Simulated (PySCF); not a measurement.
# Si2H3O2F

Si2H3O2F is a small molecule, neutral, singlet. The structure was relaxed in the gas phase by PBE0-D3(BJ)/def2-SVP. No frequency run checks that it is a minimum.

SMILES: F[SiH]1O[SiH2]O1

```xyz
8

O    -0.048   -0.191   -1.181
Si    1.208    0.197   -0.098
O     0.086    0.128    1.180
Si   -1.141   -0.244    0.094
F    -2.258    0.907   -0.001
H     1.790    1.545   -0.312
H     2.255   -0.852   -0.017
H    -1.845   -1.518    0.308
```
(Å; atoms numbered from 1)

Shieldings: GIAO PBE0/pcSseg-2. Shifts are against computed references at the same level: H TMS (σ 31.24 ppm), Si TMS (σ 341.3 ppm). Core levels by delta-SCF with SCAN, pcX-2 on the ionised atom and pcseg-1 elsewhere, spin-free X2C (2p3/2 is the spin-free 2p value less a third of a first-order spin-orbit splitting); from the vacuum level, for chosen atoms.

Question: Give the NMR and core-level values of the distinct atoms.

Answer: 
| atoms | bonded to | σ (ppm) | δ (ppm) | core level (eV) |
| --- | --- | --- | --- | --- |
| O1 O3 | 2 Si | 187.4 | - | 1s 538.39 |
| Si2 | 2 O + 2 H | 340.2 | 1.1 | 2p3/2 108.85 |
| Si4 | 1 F + 2 O + 1 H | 382.5 | -41.2 | 2p3/2 109.38 |
| F5 | 1 Si | 289.0 | - | 1s 693.00 |
| H6 | 1 Si | 25.67 | 5.58 | - |
| H7 | 1 Si | 25.71 | 5.54 | - |
| H8 | 1 Si | 26.00 | 5.24 | - |

Values are those of this one static structure; atoms that internal rotation interchanges would show their mean in an NMR spectrum.

Question: Which of Si2, Si4 holds its core electrons tightest, and by how much against the loosest?

Answer: Si4 (bonded to 1 F + 2 O + 1 H), by 0.53 eV over Si2 (bonded to 2 O + 2 H).

Question: By CAM-B3LYP/def2-SVPD (TDDFT singlets, Tamm-Dancoff triplets, ionisation by delta-SCF), where does absorption start, and what does vertical ionisation take?

Answer: The first singlet with intensity lies at 7.92 eV (f 0.002); what lies below it is dark. The lowest singlet lies at 7.38 eV (f 0.000), the strongest of the first 6 at 7.95 eV (f 0.015), the lowest triplet at 6.92 eV; vertical ionisation takes 11.89 eV.
